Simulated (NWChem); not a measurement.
Everything below was run with NWChem. System: HB, charge 0, spin multiplicity 1, displaced from the optimised geometry. The structure started from a generated list of species.

Input file:

```
start mol
memory heap 200 mb stack 900 mb global 1100 mb
geometry units angstroms nocenter noautoz
  B      0.000000     0.000000     0.215326
  H      0.000000     0.000000    -1.076630
  symmetry group C2v
end
basis spherical
  * library def2-tzvp
end
dft
  xc slater vwn_5
  semidirect memsize 60000000 filesize 0
  iterations 100
  convergence nodiis damp 40
end
task dft gradient
```

The output up to the point where the run's verdict is printed (cleaned and shortened):

```
             Northwest Computational Chemistry Package (NWChem) 7.3.0
             --------------------------------------------------------

                                NWChem Input Module
                                -------------------

 Scaling coordinates for geometry "geometry" by  1.889725989
 (inverse scale =  0.529177249)

 Turning off AUTOSYM since
 SYMMETRY directive was detected!

                             Geometry "geometry" -> ""
                             -------------------------

 Output coordinates in angstroms (scale by  1.889725989 to convert to a.u.)

  No.       Tag          Charge          X              Y              Z
 ---- ---------------- ---------- -------------- -------------- --------------
    1 B                    5.0000     0.00000000     0.00000000     0.21532600
    2 H                    1.0000     0.00000000     0.00000000    -1.07663000

 Effective nuclear repulsion energy (a.u.)       2.0479693155

            Nuclear Dipole moment (a.u.)
            ----------------------------
        X                 Y               Z
 ---------------- ---------------- ----------------
     0.0000000000     0.0000000000     0.0000000000

      Symmetry information
      --------------------

 Group name             C2v
 Group number             16
 Group order               4
 No. of unique centers     2

      Symmetry unique atoms

     1    2


 Summary of "ao basis" -> "" (spherical)
 ------------------------------------------------------------------------------
       Tag                 Description            Shells   Functions and Types
 ---------------- ------------------------------  ------  ---------------------
 *                         def2-tzvp                  on all atoms

                                 NWChem DFT Module
                                 -----------------

 Summary of "ao basis" -> "ao basis" (spherical)
 ------------------------------------------------------------------------------
       Tag                 Description            Shells   Functions and Types
 ---------------- ------------------------------  ------  ---------------------
[...]
 !! scf_movecs_sym_adapt:   12 vectors were symmetry contaminated

 d= 0,ls=0.0         84    -24.9750498670 -2.13D-08  1.18D-04               1.0

 !! scf_movecs_sym_adapt:   16 vectors were symmetry contaminated

  Symmetry fudging

 !! scf_movecs_sym_adapt:   12 vectors were symmetry contaminated

 d= 0,ls=0.0         85    -24.9750498875 -2.05D-08  1.15D-04               1.0

 !! scf_movecs_sym_adapt:   16 vectors were symmetry contaminated

  Symmetry fudging

 !! scf_movecs_sym_adapt:   12 vectors were symmetry contaminated

 d= 0,ls=0.0         86    -24.9750499073 -1.98D-08  1.13D-04               1.0

 !! scf_movecs_sym_adapt:   14 vectors were symmetry contaminated

  Symmetry fudging

 !! scf_movecs_sym_adapt:   12 vectors were symmetry contaminated

 d= 0,ls=0.0         87    -24.9750499263 -1.90D-08  1.11D-04               1.1

 !! scf_movecs_sym_adapt:   16 vectors were symmetry contaminated

  Symmetry fudging

 !! scf_movecs_sym_adapt:   14 vectors were symmetry contaminated

 d= 0,ls=0.0         88    -24.9750499447 -1.83D-08  1.09D-04               1.1

 !! scf_movecs_sym_adapt:   16 vectors were symmetry contaminated

  Symmetry fudging

 !! scf_movecs_sym_adapt:   12 vectors were symmetry contaminated

 d= 0,ls=0.0         89    -24.9750499623 -1.76D-08  1.07D-04               1.1

 !! scf_movecs_sym_adapt:   16 vectors were symmetry contaminated

  Symmetry fudging

 !! scf_movecs_sym_adapt:   14 vectors were symmetry contaminated

 d= 0,ls=0.0         90    -24.9750499793 -1.70D-08  1.05D-04               1.1

 !! scf_movecs_sym_adapt:   16 vectors were symmetry contaminated

  Symmetry fudging

 !! scf_movecs_sym_adapt:   12 vectors were symmetry contaminated

 d= 0,ls=0.0         91    -24.9750499957 -1.63D-08  1.03D-04               1.1

 !! scf_movecs_sym_adapt:   14 vectors were symmetry contaminated

  Symmetry fudging

 !! scf_movecs_sym_adapt:   12 vectors were symmetry contaminated

 d= 0,ls=0.0         92    -24.9750500114 -1.58D-08  1.01D-04               1.1

 !! scf_movecs_sym_adapt:   16 vectors were symmetry contaminated

  Symmetry fudging

 !! scf_movecs_sym_adapt:   12 vectors were symmetry contaminated

 d= 0,ls=0.0         93    -24.9750500266 -1.52D-08  9.92D-05               1.1

 !! scf_movecs_sym_adapt:   16 vectors were symmetry contaminated

  Symmetry fudging

 !! scf_movecs_sym_adapt:   14 vectors were symmetry contaminated

 d= 0,ls=0.0         94    -24.9750500412 -1.46D-08  9.73D-05               1.1

 !! scf_movecs_sym_adapt:   16 vectors were symmetry contaminated

  Symmetry fudging

 !! scf_movecs_sym_adapt:   12 vectors were symmetry contaminated

 d= 0,ls=0.0         95    -24.9750500553 -1.41D-08  9.55D-05               1.1

 !! scf_movecs_sym_adapt:   16 vectors were symmetry contaminated

  Symmetry fudging

 !! scf_movecs_sym_adapt:   12 vectors were symmetry contaminated

 d= 0,ls=0.0         96    -24.9750500688 -1.36D-08  9.37D-05               1.1

 !! scf_movecs_sym_adapt:   16 vectors were symmetry contaminated

  Symmetry fudging

 !! scf_movecs_sym_adapt:   12 vectors were symmetry contaminated

 d= 0,ls=0.0         97    -24.9750500819 -1.30D-08  9.20D-05               1.2

 !! scf_movecs_sym_adapt:   16 vectors were symmetry contaminated

  Symmetry fudging

 !! scf_movecs_sym_adapt:   12 vectors were symmetry contaminated

 d= 0,ls=0.0         98    -24.9750500944 -1.26D-08  9.02D-05               1.2

 !! scf_movecs_sym_adapt:   16 vectors were symmetry contaminated

  Symmetry fudging

 !! scf_movecs_sym_adapt:   10 vectors were symmetry contaminated

 d= 0,ls=0.0         99    -24.9750501065 -1.21D-08  8.86D-05               1.2

 !! scf_movecs_sym_adapt:   16 vectors were symmetry contaminated

  Symmetry fudging

 !! scf_movecs_sym_adapt:   12 vectors were symmetry contaminated

 d= 0,ls=0.0        100    -24.9750501182 -1.17D-08  8.69D-05               1.2
```

The run did not converge; its last values are not results. The next line reads: Calculation failed to converge. NWChem stopped with the message: dft gradient failed.
